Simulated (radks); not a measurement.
Results of a calculation; reference values are marked as such.
These are the eigenvalues of the occupied orbitals of an atom or ion with whole-number occupations (hartree). Level of theory: Dirac Kohn-Sham, B86b exchange with PBE correlation, spin-unpolarised, spherical densities, point nucleus (a radial shooting solver on a logarithmic mesh with Libxc functionals).

1s1/2: -1653.403
2s1/2: -268.8651
2p1/2: -254.6002
2p3/2: -234.0072
3s1/2: -58.79090
3p1/2: -52.67942
3p3/2: -48.53850
3d3/2: -37.92633
3d5/2: -37.02908
4s1/2: -11.86001
4p1/2: -9.53565
4p3/2: -8.63282
4d3/2: -4.81278
4d5/2: -4.65241
5s1/2: -1.75722
5p1/2: -1.13795
5p3/2: -1.01789
6s1/2: -0.30601
4f5/2: -0.30362

Which element is it, and in what charge state? The configuration may be excited. Open shells, if any, fill j = l - 1/2 first.

Answer. Z = 61, promethium, charge +1: Pm+ in [Xe] 4f5 6s1. The list shows which subshells hold electrons but not how many an open one holds; the 1s level, -1653.4 hartree, gives Z - s = 57.5 by -(Z - s)^2/2, which with screening and relativity narrows Z to a few neighbours, and the depths of the outer levels then fix element, charge and occupations together.
